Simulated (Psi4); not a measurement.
A run for Psi4: SAPT0/jun-cc-pV(D+d)Z on C2H2O3 (a complex), monomers drawn apart or pushed together.

```
memory 1800 MB

molecule dimer {
0 1
O    -1.20654058   -0.02530455   -0.24190497
C    -0.08137328    0.02406843    0.02665497
O     1.05660406    0.07162900    0.25576105
--
0 1
C     0.58441322    0.28169296    3.85069625
O    -0.46871437    0.20155364    3.27879427
H     0.64263980    0.35009339    4.95322169
H     1.54402878    0.29084425    3.30289935
units angstrom
symmetry c1
no_reorient
no_com
}

set {
  basis jun-cc-pV(D+d)Z
  scf_type df
  freeze_core true
}

energy('sapt0')
```

It printed:

```
[...]
==> Input File <==

--------------------------------------------------------------------------
memory 1800 MB

molecule dimer {
0 1
O    -1.20654058   -0.02530455   -0.24190497
C    -0.08137328    0.02406843    0.02665497
O     1.05660406    0.07162900    0.25576105
--
0 1
C     0.58441322    0.28169296    3.85069625
O    -0.46871437    0.20155364    3.27879427
H     0.64263980    0.35009339    4.95322169
H     1.54402878    0.29084425    3.30289935
units angstrom
symmetry c1
no_reorient
no_com
}

set {
  basis jun-cc-pV(D+d)Z
  scf_type df
  freeze_core true
}

energy('sapt0')
--------------------------------------------------------------------------


   => Loading Basis Set <=

    Name: JUN-CC-PV(D+D)Z
    Role: ORBITAL
    Keyword: BASIS
    atoms 1, 3, 5 entry O          line   256 file jun-cc-pv_dpd_z.gbs
    atoms 2, 4    entry C          line   188 file jun-cc-pv_dpd_z.gbs
    atoms 6-7     entry H          line    60 file jun-cc-pv_dpd_z.gbs

   => Loading Basis Set <=

    Name: JUN-CC-PV(D+D)Z
    Role: ORBITAL
    Keyword: BASIS
    atoms 1, 3, 5 entry O          line   256 file jun-cc-pv_dpd_z.gbs
    atoms 2, 4    entry C          line   188 file jun-cc-pv_dpd_z.gbs
    atoms 6-7     entry H          line    60 file jun-cc-pv_dpd_z.gbs


  //>>>>>>>>>>>>>>>>>>>>>>>>>>>>>>>>>>>//
  //              Dimer HF             //
  //<<<<<<<<<<<<<<<<<<<<<<<<<<<<<<<<<<<//

   => Libint2 <=

    Primary   basis highest AM E, G, H:  7, 6, 3
    Auxiliary basis highest AM E, G, H:  7, 7, 4
    Onebody   basis highest AM E, G, H:  -, -, -
    Solid Harmonics ordering:            Gaussian


   => Loading Basis Set <=

    Name: JUN-CC-PV(D+D)Z
    Role: ORBITAL
    Keyword: BASIS
    atoms 1, 3, 5 entry O          line   256 file jun-cc-pv_dpd_z.gbs
    atoms 2, 4    entry C          line   188 file jun-cc-pv_dpd_z.gbs
    atoms 6-7     entry H          line    60 file jun-cc-pv_dpd_z.gbs


         ---------------------------------------------------------
                                   SCF
               by Justin Turney, Rob Parrish, Andy Simmonett
                          and Daniel G. A. Smith
                              RHF Reference
                        1 Threads,   1716 MiB Core
         ---------------------------------------------------------

  ==> Geometry <==

    Molecular point group: c1
    Full point group: C1

    Geometry (in Angstrom), charge = 0, multiplicity = 1:

       Center              X                  Y                   Z               Mass
    ------------   -----------------  -----------------  -----------------  -----------------
         O           -1.206540580000    -0.025304550000    -0.241904970000    15.994914619570
         C           -0.081373280000     0.024068430000     0.026654970000    12.000000000000
         O            1.056604060000     0.071629000000     0.255761050000    15.994914619570
         C            0.584413220000     0.281692960000     3.850696250000    12.000000000000
         O           -0.468714370000     0.201553640000     3.278794270000    15.994914619570
         H            0.642639800000     0.350093390000     4.953221690000     1.007825032230
         H            1.544028780000     0.290844250000     3.302899350000     1.007825032230

  Running in c1 symmetry.

  Rotational constants: A =      0.33344  B =      0.04315  C =      0.03821 [cm^-1]
  Rotational constants: A =   9996.41107  B =   1293.74128  C =   1145.63856 [MHz]
  Nuclear repulsion =  139.951565050903724

  Charge       = 0
  Multiplicity = 1
  Electrons    = 38
  Nalpha       = 19
  Nbeta        = 19

  ==> Algorithm <==

  SCF Algorithm Type is DF.
  DIIS enabled.
  MOM disabled.
  Fractional occupation disabled.
  Guess Type is SAD.
  Energy threshold   = 1.00e-08
  Density threshold  = 1.00e-08
  Integral threshold = 1.00e-12

  ==> Primary Basis <==

  Basis Set: JUN-CC-PV(D+D)Z
    Blend: JUN-CC-PV(D+D)Z
    Number of shells: 46
    Number of basis functions: 100
    Number of Cartesian functions: 105
    Spherical Harmonics?: true
    Max angular momentum: 2

   => Loading Basis Set <=

    Name: (JUN-CC-PV(D+D)Z AUX)
    Role: JKFIT
    Keyword: DF_BASIS_SCF
    atoms 1, 3, 5 entry O          line   258 file jun-cc-pvdz-jkfit.gbs
    atoms 2, 4    entry C          line   146 file jun-cc-pvdz-jkfit.gbs
    atoms 6-7     entry H          line    70 file jun-cc-pvdz-jkfit.gbs

  ==> Integral Setup <==

  DFHelper Memory: AOs need 0.035 GiB; user supplied 1.257 GiB.
  SCF_SUBTYPE=INCORE selected. In-core MEM_DF algorithm will be used.
  Using in-core AOs.

  ==> MemDFJK: Density-Fitted J/K Matrices <==

    J tasked:                   Yes
    K tasked:                   Yes
    wK tasked:                   No
    OpenMP threads:               1
    Algorithm:                 Core
    Schwarz Cutoff:           1E-12
    Mask sparsity (%):       2.3600
    Fitting Condition:        1E-10

   => Auxiliary Basis Set <=

  Basis Set: (JUN-CC-PV(D+D)Z AUX)

[...]
 Energy =             31.3750117413771434
    One-Electron Energy =                -217.3928715564734659
    Two-Electron Energy =                  72.1348718489222307
    Total Energy =                       -113.8829879661740989

Computation Completed


Properties will be evaluated at   0.000000,   0.000000,   0.000000 [a0]

Properties computed using the SCF density matrix


 Multipole Moments:

 ------------------------------------------------------------------------------------
     Multipole            Electronic (a.u.)      Nuclear  (a.u.)        Total (a.u.)
 ------------------------------------------------------------------------------------

 L = 1.  Multiply by 2.5417464519 to convert [e a0] to [Debye]
 Dipole X            :         -2.6713875            3.6725560            1.0011684
 Dipole Y            :         -7.3761182            7.4521813            0.0760631
 Dipole Z            :       -108.2889382          108.8305610            0.5416227
 Magnitude           :                                                    1.1408239

 ------------------------------------------------------------------------------------

  Constructing Basis Sets for SAPT...

   => Loading Basis Set <=

    Name: (JUN-CC-PV(D+D)Z AUX)
    Role: RIFIT
    Keyword: DF_BASIS_SAPT
    atoms 1, 3, 5 entry O          line   188 file jun-cc-pvdz-ri.gbs
    atoms 2, 4    entry C          line   100 file jun-cc-pvdz-ri.gbs
    atoms 6-7     entry H          line    30 file jun-cc-pvdz-ri.gbs

   => Loading Basis Set <=

    Name: (JUN-CC-PV(D+D)Z AUX)
    Role: JKFIT
    Keyword: DF_BASIS_ELST
    atoms 1, 3, 5 entry O          line   258 file jun-cc-pvdz-jkfit.gbs
    atoms 2, 4    entry C          line   146 file jun-cc-pvdz-jkfit.gbs
    atoms 6-7     entry H          line    70 file jun-cc-pvdz-jkfit.gbs


  //>>>>>>>>>>>>>>>>>>>>>>>>>>>>>>>>>>>//
  //               SAPT0               //
  //<<<<<<<<<<<<<<<<<<<<<<<<<<<<<<<<<<<//



        SAPT0
    Ed Hohenstein
     6 June 2009

      Orbital Information
  --------------------------
    NSO        =       100
    NMO        =       100
    NRI        =       353
    NRI (Elst) =       441
    NOCC A     =        11
    NOCC B     =         8
    FOCC A     =         3
    FOCC B     =         2
    NVIR A     =        89
    NVIR B     =        92

    Elst10,r            =    -0.003680676934 [Eh]
    Exch10              =     0.001212827319 [Eh]
    Exch10 (S^2)        =     0.001212183058 [Eh]

    Maxiter = 50
    CPHF R converge = 1.000000E-08

    Iter     Energy [mEh]          dE [mEh]         Residual      Time [s]
       1      -0.22700094       0.227000939     5.068056e-03             0
       2      -0.22401791      -0.002983029     1.381520e-03             0
       3      -0.24575637       0.021738458     4.560954e-04             0
       4      -0.24777195       0.002015584     1.520544e-04             0
       5      -0.24748945      -0.000282502     5.720023e-05             0
       6      -0.24712569      -0.000363756     1.329004e-05             0
       7      -0.24719446       0.000068763     3.946742e-06             0
       8      -0.24720429       0.000009831     7.920446e-07             0
       9      -0.24720002      -0.000004264     1.637636e-07             0
      10      -0.24720059       0.000000563     4.877792e-08             0
      11      -0.24720056      -0.000000022     1.780790e-08             0
      12      -0.24720054      -0.000000027     4.913135e-09             0

    CHF Iterations converged

    Maxiter = 50
    CPHF R converge = 1.000000E-08

    Iter     Energy [mEh]          dE [mEh]         Residual      Time [s]
       1      -0.33860369       0.338603693     3.705984e-03             0
       2      -0.40732306       0.068719371     2.179223e-03             0
       3      -0.44067288       0.033349817     4.429764e-04             0
       4      -0.43664528      -0.004027599     1.394631e-04             0
       5      -0.43671582       0.000070537     5.177793e-05             0
       6      -0.43695788       0.000242065     1.310037e-05             0
       7      -0.43693153      -0.000026358     3.219282e-06             0
       8      -0.43692211      -0.000009414     5.072284e-07             0
       9      -0.43692437       0.000002256     9.629593e-08             0
      10      -0.43692403      -0.000000338     3.079491e-08             0
      11      -0.43692412       0.000000085     1.549762e-08             0
      12      -0.43692409      -0.000000024     3.010806e-09             0

    CHF Iterations converged

    Ind20,r (A<-B)      =    -0.000247200537 [Eh]
    Ind20,r (B<-A)      =    -0.000436924092 [Eh]
    Ind20,r             =    -0.000684124629 [Eh]
    Exch-Ind20,r (A<-B) =     0.000069811539 [Eh]
    Exch-Ind20,r (B<-A) =     0.000297384995 [Eh]
    Exch-Ind20,r        =     0.000367196534 [Eh]
    Disp20              =    -0.001215274341 [Eh]
    Disp20 (SS)         =    -0.000607637170 [Eh]
    Disp20 (OS)         =    -0.000607637170 [Eh]
    Exch-Disp20         =     0.000081230052 [Eh]
    Exch-Disp20 (SS)    =     0.000044106898 [Eh]
    Exch-Disp20 (OS)    =     0.000037123154 [Eh]

    SAPT Results
  --------------------------------------------------------------------------------------------------------
    Electrostatics                 -3.68067693 [mEh]      -2.30965965 [kcal/mol]      -9.66361596 [kJ/mol]
      Elst10,r                     -3.68067693 [mEh]      -2.30965965 [kcal/mol]      -9.66361596 [kJ/mol]

    Exchange                        1.21282732 [mEh]       0.76106063 [kcal/mol]       3.18427769 [kJ/mol]
      Exch10                        1.21282732 [mEh]       0.76106063 [kcal/mol]       3.18427769 [kJ/mol]
      Exch10(S^2)                   1.21218306 [mEh]       0.76065635 [kcal/mol]       3.18258618 [kJ/mol]

    Induction                      -0.37005909 [mEh]      -0.23221559 [kcal/mol]      -0.97159001 [kJ/mol]
      Ind20,r                      -0.68412463 [mEh]      -0.42929469 [kcal/mol]      -1.79616897 [kJ/mol]
      Exch-Ind20,r                  0.36719653 [mEh]       0.23041930 [kcal/mol]       0.96407437 [kJ/mol]
      delta HF,r (2)               -0.05313100 [mEh]      -0.03334020 [kcal/mol]      -0.13949542 [kJ/mol]

    Dispersion                     -1.13404429 [mEh]      -0.71162353 [kcal/mol]      -2.97743287 [kJ/mol]
      Disp20                       -1.21527434 [mEh]      -0.76259616 [kcal/mol]      -3.19070234 [kJ/mol]
      Exch-Disp20                   0.08123005 [mEh]       0.05097263 [kcal/mol]       0.21326947 [kJ/mol]
      Disp20 (SS)                  -0.60763717 [mEh]      -0.38129808 [kcal/mol]      -1.59535117 [kJ/mol]
      Disp20 (OS)                  -0.60763717 [mEh]      -0.38129808 [kcal/mol]      -1.59535117 [kJ/mol]
      Exch-Disp20 (SS)              0.04410690 [mEh]       0.02767750 [kcal/mol]       0.11580265 [kJ/mol]
      Exch-Disp20 (OS)              0.03712315 [mEh]       0.02329513 [kcal/mol]       0.09746683 [kJ/mol]

  Total HF                         -2.83790871 [mEh]      -1.78081460 [kcal/mol]      -7.45092829 [kJ/mol]
  Total SAPT0                      -3.97195300 [mEh]      -2.49243813 [kcal/mol]     -10.42836116 [kJ/mol]

  Special recipe for scaled SAPT0 (see Manual):
    Electrostatics sSAPT0          -3.68067693 [mEh]      -2.30965965 [kcal/mol]      -9.66361596 [kJ/mol]
    Exchange sSAPT0                 1.21282732 [mEh]       0.76106063 [kcal/mol]       3.18427769 [kJ/mol]
    Induction sSAPT0               -0.36947330 [mEh]      -0.23184800 [kcal/mol]      -0.97005202 [kJ/mol]
    Dispersion sSAPT0              -1.13391470 [mEh]      -0.71154222 [kcal/mol]      -2.97709264 [kJ/mol]
  Total sSAPT0                     -3.97123762 [mEh]      -2.49198923 [kcal/mol]     -10.42648293 [kJ/mol]
  --------------------------------------------------------------------------------------------------------



*** Psi4 exiting successfully. Buy a developer a beer!
```

The run finished.

Cost: very roughly 6 core-seconds.
